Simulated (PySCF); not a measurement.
BiH2F, SMILES [F][BiH2].

Coordinates come from a B3LYP-D3(BJ)/def2-TZVP optimisation. The def2 effective core potentials stand for the cores of Bi; spin–orbit coupling is left out.

Method: HF/def2-TZVPD (PySCF).

Isolated molecule, no solvent.

**Question.** Estimate the frontier levels, gap, dipole moment and polarisability. (An estimate is asked for; the answer gives what the named calculation found.)

**Answer.** 
```
Quantity                                                                                                       Result
---------------------------------------------------------------------------------------------  ----------------------
highest occupied level                                                                                      -10.63 eV
lowest empty level                                                                                            0.90 eV
orbital gap                                                                                                  11.53 eV
dipole moment                                                                                               0.811 e·Å
quadrupole, principal values (traceless, Buckingham form, about the centre of nuclear charge)   -4.96, 1.43, 3.52 D·Å
mean static polarisability                                                                       45.5 bohr³ (6.75 Å³)
polarisability, principal values                                                               40.3, 47.9, 48.4 bohr³
```
